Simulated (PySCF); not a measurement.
Ti(Cl)3(NH2) (Cl3H2NTi), SMILES [Ti]([NH2])([Cl])([Cl])[Cl], multiplicity 1.

Geometry optimised at PBE0-D3(BJ)/def2-SVP. The spin state was assumed, not searched. The isomer is the one that the SMILES or the coordinates give; other isomers of the formula were not compared. Other conformers were not sampled.

All values below come from HF/def2-TZVP (PySCF).

Symmetry labels are those of the subgroup Cs that the program uses (full group Cs).

Computed valence orbital energies around the gap with their symmetry:
| orbital | symmetry | energy (eV) |
|---|---|---|
| HOMO−7 | A' | -14.27 |
| HOMO−6 | A' | -13.78 |
| HOMO−5 | A" | -13.67 |
| HOMO−4 | A' | -13.48 |
| HOMO−3 | A' | -13.37 |
| HOMO−2 | A" | -12.96 |
| HOMO−1 | A" | -12.36 |
| HOMO | A' | -11.80 |
| LUMO | A" | 1.14 |
| LUMO+1 | A' | 1.20 |
| LUMO+2 | A" | 1.33 |
| LUMO+3 | A' | 1.78 |
